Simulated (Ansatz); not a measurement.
System: C4H5FO, charge 0, multiplicity 1. 
Geometry from a B3LYP-D3(BJ)/def2-TZVP (Ansatz, a quantum-chemistry and plane-wave program) optimisation:
```xyz
11

O      2.5434    -0.2030    -0.2213
C      1.4853    -0.1967     0.3541
C      0.2225     0.3055    -0.2172
C     -0.8007     0.9796     0.7047
C     -1.0712    -0.3643     0.1724
F     -2.0108    -0.4961    -0.8138
H      1.4029    -0.5851     1.3942
H      0.2799     0.6748    -1.2322
H     -1.3424     1.8086     0.2725
H     -0.5553     1.0774     1.7542
H     -1.0504    -1.2307     0.8214
```

Computed values are from Ansatz. Valence correlation only, unless marked. Open shells are spin-unrestricted. Spin-orbit coupling is left out. No relativistic terms. CBS(X,Y): correlation extrapolated as X^-3; Hartree-Fock from the larger set. The bracket is a focal-point correction in the basis named.

Q: What is the T1 diagnostic at CCSD/cc-pVTZ?

A: 0.013.

Q: What is the atomisation energy De at RI-MP2/CBS(cc-pVTZ,cc-pVQZ)+[CCSD(T)-MP2]/cc-pVTZ?

A: 4682.6 kJ/mol.

Q: What is the dipole moment at CCSD(T)/aug-cc-pVDZ?

A: 2.82 D.

Q: What is the total energy at RI-MP2/CBS(cc-pVTZ,cc-pVQZ)+[CCSD(T)-MP2]/cc-pVTZ?

A: -330.1190 Eh.
